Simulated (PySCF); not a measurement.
# One molecule, several mistakes: AlBCH5O

These are calculations, not measurements. The program is PySCF 2.14.0, an open-source quantum chemistry code, run on an isolated molecule that a program drew, which may never have been made. The molecule is AlBCH5O (charge 0, doublet), drawn as the SMILES string `OC[BH][AlH]`.

Each row is a Hartree-Fock (HF) and frozen-core CCSD(T) single point in the cc-pV(D+d)Z basis, meant for a local HF minimum. Run 1 is clean. Each other run has one planted mistake out of seven kinds, and not every kind appears here: one electron removed, one electron added, multiplicity raised by two, geometry at a saddle point, minimal basis STO-3G, one bond length entered in bohr, all coordinates scaled. The reference is restricted for singlets and unrestricted otherwise, and also for a bond in bohr. Adding or removing an electron swaps singlet and doublet. Electrons count all cores. HOMO and LUMO are orbital energies over both spins, the gradient is its largest component, and the lowest frequency (negative if imaginary) is given only where the gradient is small. Bond lengths are over the 8 bonds as drawn. T1 is the CCSD diagnostic: over 0.02 (restricted) or 0.045 (unrestricted) a single reference is doubtful.

Geometry of the clean run:
```xyz
9
AlBCH5O, angstrom
O     1.3766   -2.7655   -1.2871
C     1.2562   -1.9352   -0.1557
B     0.9345   -0.4085   -0.4140
Al    0.4648    1.0374    1.1077
H     1.8489   -2.3007   -1.9608
H     2.1828   -1.9570    0.4468
H     0.4995   -2.3966    0.4854
H     1.1039    0.0130   -1.5361
H    -1.0174    1.5056    1.4583
```

```
run  electrons  basis functions  <S^2>  HOMO (eV)  LUMO (eV)  gradient (hartree/bohr)  lowest frequency (cm^-1)  mean bond (Å)  longest bond (Å)      T1  HF (hartree)  CCSD(T) (hartree)               mistake
  1         37               90  0.785      -7.72       0.66                  1.7e-05                        93         1.3861             2.151  0.0193    -382.17235         -382.68621              no fault
  2         37               29  0.782      -4.18       7.24                  6.2e-02                         -         1.3861             2.151  0.0202    -377.42117         -377.60974  minimal basis STO-3G
  3         38               90  0.000      -0.41       6.07                  3.0e-02                         -         1.3861             2.151  0.0282    -382.15961         -382.71205    one electron added
  4         37               90  0.787      -7.58       0.79                  7.6e-02                         -         1.3113             2.035  0.0198    -382.14711         -382.65414                     ?
  5         36               90  0.000     -15.53      -6.37                  3.5e-02                         -         1.3861             2.151  0.0194    -381.91351         -382.42288                     ?
```

**Which mistake was planted in run 4, and what did it cost?**

The mean and the longest bond both change by the same factor, 0.946, and the gradient is no longer small. So the mistake is: all coordinates scaled. Subtracting run 1 and multiplying by 627.51 kcal/mol a hartree, the energy moved by 15.8 kcal/mol in HF and 20.1 kcal/mol in CCSD(T).

**Which mistake was planted in run 5, and what did it cost?**

It counts 36 electrons, one fewer than the clean run, at the same geometry and basis. So the mistake is: one electron removed. Subtracting run 1 and multiplying by 627.51 kcal/mol a hartree, the energy moved by 162.4 kcal/mol in HF and 165.2 kcal/mol in CCSD(T).

Cautions from the logs. Run 3: T1 is over the limit, so its CCSD(T) energy is less reliable.
